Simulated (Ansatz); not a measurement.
Reaction (formal exchange of groups at a B–N bond): `B/N=C\Cl` + `CBCC` → `BBCC` + `C/N=C/Cl`

Gas-phase electronic energies from Ansatz, PBE0-D4/def2-TZVP geometries. CBS: MP2 limit from def2 TZ/QZ plus the TZ coupled-cluster correction, frozen cores. Double bonds are as drawn, so ΔE can hold a change between cis and trans. DFT in def2-TZVPP. Each species was taken in one conformer, which may not be the lowest.

`B/N=C\Cl`:

```xyz
7

B    -1.138    0.670    0.346
N    -0.026    0.038   -0.120
C     0.991   -0.555   -0.461
Cl    2.022   -1.419    0.651
H    -1.046    1.812    0.689
H    -2.170    0.068    0.375
H     1.367   -0.614   -1.480
```

`CBCC`:

Z-matrix (Å, degrees):
```
C
B 1 1.558
H 1 1.102 2 106.0
H 1 1.094 2 112.7 3 -114.0
H 1 1.092 2 115.8 3 118.6
C 2 1.561 1 125.2 3 -104.1
H 2 1.205 1 117.9 3 73.8
C 6 1.522 2 118.8 1 -1.0
H 6 1.101 2 106.8 1 125.1
H 6 1.102 2 106.1 1 -126.3
H 8 1.093 6 112.0 2 179.8
H 8 1.093 6 111.4 2 59.5
H 8 1.093 6 111.4 2 -59.9
```

`BBCC`:

```xyz
12

B     1.639    0.857    0.712
B     0.673    0.709   -0.604
C    -0.634   -0.131   -0.775
C    -1.126   -0.949    0.411
H     1.483    1.725    1.528
H     2.584    0.140    0.897
H     1.026    1.341   -1.574
H    -0.479   -0.772   -1.656
H    -1.411    0.568   -1.118
H    -1.332   -0.309    1.273
H    -2.045   -1.497    0.183
H    -0.377   -1.682    0.722
```

`C/N=C/Cl`:

Cartesian coordinates in Å:
```
C -0.745 -0.793 0.098
N -0.218 0.351 -0.600
C 0.805 0.891 -0.142
Cl 1.522 2.269 -0.900
H -0.167 -1.078 0.988
H -1.775 -0.581 0.396
H -0.780 -1.641 -0.590
H 1.357 0.582 0.750
```

| level | ΔE (kJ/mol) |
| --- | --- |
| ωB97X-V | 188.1 |
| CCSD/def2-SVP | 198.4 |
| SCS-MP2/def2-TZVPP | 194.1 |
| CCSD/CBS(def2) | 190.8 |

What does CCSD(T)/CBS give? (Best estimate.)

The calculation gave: +193.6 kJ/mol. The listed levels differ from it by -5.5, 4.8, 0.5, -2.8 kJ/mol.

What do rigid-rotor, harmonic-oscillator terms from PBE0-D4/def2-TZVP frequencies (298.15 K, 1 bar) make of the CCSD(T)/CBS value? (Best estimate.)

Ansatz gave: ΔZPE = -1.7 kJ/mol, ΔH = +192.0 kJ/mol, ΔS = -3 J/(mol·K), ΔG = +193.0 kJ/mol. Modes under 50 cm⁻¹ make the entropy rough.

Largest T1 diagnostic among the species: 0.014.

Leaving LDA and LC-ωPBE aside and taking each functional with its dispersion term where it has one, the values, not all of them listed here, spread over 14.9 kJ/mol, from ωB97X-V to r2SCAN-D4. LDA lies +13.5 kJ/mol from PBE without D4. From PBE to PBE0 (25 % exact exchange), in def2-TZVPP and without D4, ΔE moves by −3.3 kJ/mol. In def2-TZVPP, CCSD(T) changes the Hartree–Fock value by +11.9 kJ/mol (the triples alone add +2.8 kJ/mol) and MP2 by +21.0 kJ/mol.
